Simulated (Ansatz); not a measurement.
C₃H₁₀Si₂ (`C[Si]1(C)C[SiH2]1`), relaxed with RKS PBE-D4/def2-SVP in Ansatz from a rough embedded geometry. The force threshold is 0.03 eV/Å; the program also tests the step.

The species carries charge 0 and has multiplicity 1.

Start:

```xyz
15

C     1.347    0.985    0.854
Si    0.682   -0.156   -0.395
C     0.361   -1.812    0.365
C    -0.576    0.414   -1.553
Si   -1.972    0.737   -0.440
H     2.331    0.748    1.197
H     0.687    1.106    1.707
H     1.435    2.038    0.385
H     1.351   -2.289    0.652
H    -0.068   -2.514   -0.392
H    -0.268   -1.770    1.218
H    -0.771   -0.241   -2.334
H    -0.256    1.413   -2.015
H    -2.517   -0.455    0.171
H    -1.765    1.797    0.581
```

Task: How much energy does the relaxation release, and in how many steps? (Best estimate.)

Result: The calculation gave: 140.92 kJ/mol, in 14 steps, 1 of them rejected.

Task: Which bonds change most? (An estimate is asked.)

Result: Ansatz gave: Si2–H14 from 3.263 to 1.664 Å; Si2–Si5 from 2.801 to 2.561 Å; C4–Si5 from 1.815 to 1.997 Å; C4–H12 from 1.038 to 1.106 Å.

Task: Give the relaxed structure. (Best estimate.)

Result: Ansatz gave: 
```xyz
15

C     1.118    1.035    1.035
Si    0.011   -0.112    0.043
C     0.292   -1.949    0.350
C    -0.500    0.399   -1.655
Si   -2.239    0.809   -0.763
H     2.184    0.835    0.798
H     0.976    0.888    2.124
H     0.891    2.091    0.790
H     1.281   -2.252   -0.050
H    -0.485   -2.549   -0.164
H     0.266   -2.192    1.431
H    -0.575   -0.408   -2.407
H     0.015    1.286   -2.066
H    -1.536    0.008    0.647
H    -1.699    2.110   -0.113
```
